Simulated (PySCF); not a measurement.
**Potential energy of CeH along the bond**

Set-up: PySCF, spin-free X2C with a Gaussian nucleus, basis sets Ce x2c-SVPall, H x2c-SVPall. Energies in eV from Ce (4f1 5d1 6s2) + H in their ground configurations at the same level. State: doublet, about 1.1 electrons in the 4f shell (Mulliken), real f orbitals that mix terms.

Curves on a restricted Hartree–Fock reference rise too fast on stretching and do not dissociate correctly.

```
R (Å)  ROHF-CCSD
1.804     -2.432
1.885     -2.552
1.945     -2.596
2.005     -2.607
2.065     -2.591
2.145     -2.533
2.246     -2.415
2.366     -2.224
```

Q: Put a parabola through the three lowest points of the ROHF-CCSD curve and estimate Re, k and ωe (reduced mass 1.001 u; 1 eV/Å² = 0.16022 mdyn/Å; ωe = 1302.8·√(k/μ) cm⁻¹).

A: Through R = 1.945, 2.005, 2.065 Å the second-order coefficient is 3.75 eV/Å², so Re ≈ 1.999 Å, k ≈ 1.20 mdyn/Å and ωe ≈ 1427 cm⁻¹. A polynomial fit of higher order to the unrounded ROHF-CCSD energies gives Re = 1.998 Å, k = 1.26 mdyn/Å, ωe = 1459 cm⁻¹; anharmonicity and rounding make the difference.

The higher-order fit for each curve: ROHF-CCSD: Re = 1.998 Å, ωe = 1459 cm⁻¹, De = 2.61 eV.

Correlated steps freeze 18 core orbitals. Correlated levels converge slowly with the basis: in double zeta they bind strong bonds too weakly, by up to about 1 eV, and carry superposition errors of some tenths. Spin–orbit coupling is left out, which matters for elements this heavy, above all for dissociation energies. The state is the lowest single determinant that the PBE0 search found; with open d or f shells the true ground state can be another one.
